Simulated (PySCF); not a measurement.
# Electron correlation in B(2+) (boron, charge +2)

[He] 3d1, 2D determinant (an excited configuration). Calculation: PySCF 2.14, in x2c-QZVPPall with one added diffuse shell each of s, p, d, f type (8s5p4d3f1g, 73 functions); the spin-free X2C one-electron Hamiltonian (Gaussian nucleus). Frozen: nothing; 3 electrons correlated.

```csv
level,correlation energy (mhartree)
CCSD,-17.50
(T),0.00
CCSD(T),-17.50
```

Diagnostics: T1 = 0.00066, D1 = 0.0010, largest double amplitude 0.008.

The outer electron is Rydberg-like, and this basis confines it to a smaller radius and binds it less than a complete one would.

Cost of the coupled-cluster step: of the order of 11 core-seconds, for 3 correlated electrons.

Iterations:

```
CC2 = 0
CCSD nocc = (np.int64(2), np.int64(1)), nmo = (73, 73)
frozen orbitals [[], []]
max_cycle = 100
direct = 0
conv_tol = 1e-08
conv_tol_normt = 1e-06
diis_space = 8
diis_start_cycle = 0
Init t2, MP2 energy = -0.0161363457651017
Init E_corr(UCCSD) = -0.0161363457651142
cycle = 1  E_corr(UCCSD) = -0.0173544486537913  dE = -0.00121810289  norm(t1,t2) = 0.0022969
cycle = 2  E_corr(UCCSD) = -0.0174865577037695  dE = -0.00013210905  norm(t1,t2) = 0.00042152
cycle = 3  E_corr(UCCSD) = -0.0175076432090427  dE = -2.10855053e-05  norm(t1,t2) = 0.000132401
cycle = 4  E_corr(UCCSD) = -0.0175047279949686  dE = 2.91521407e-06  norm(t1,t2) = 3.21954e-05
cycle = 5  E_corr(UCCSD) = -0.0175049808485583  dE = -2.5285359e-07  norm(t1,t2) = 1.52651e-06
cycle = 6  E_corr(UCCSD) = -0.0175049828816304  dE = -2.03307214e-09  norm(t1,t2) = 1.71239e-07
UCCSD converged
E(UCCSD) = -22.50975196119218  E_corr = -0.01750498288163044
UCCSD(T) correction = -2.09402154415132e-06
```

This basis was not built for core-valence correlation, so the inner-shell part is incomplete.
